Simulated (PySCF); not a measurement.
# How methods differ on the ionisation energy of B⁺

B⁺ [He] 2s2 (1S) → B²⁺ [He] 2s1 (2S), as a difference of total energies. Computed with PySCF 2.14 in aug-cc-pVQZ, with no relativity, point nucleus. Correlated levels: valence: 1s2 frozen. The calculations carry no spin-orbit coupling.

```tsv
method	ionisation energy (eV)
UHF	23.443
LDA	24.551
PBE	24.603
PBE0	24.560
r2SCAN	24.265
B3LYP	24.737
wB97X-V	24.632
CAM-B3LYP	24.736
M06	24.519
MP2 (valence)	24.480
SCS-MP2 (valence)	24.687
```

Task: How much does correlation contribute at MP2 (valence)?

Result: 24.480 − (23.443) = 1.037 eV, measured against UHF.

Errors of the correlated levels include the incompleteness of this basis and the frozen core.

MP2 underrates the near-degeneracy of ns² with np² in the lower species.

For comparison: 25.155 eV (measured; NIST Atomic Spectra Database, ionization energies).
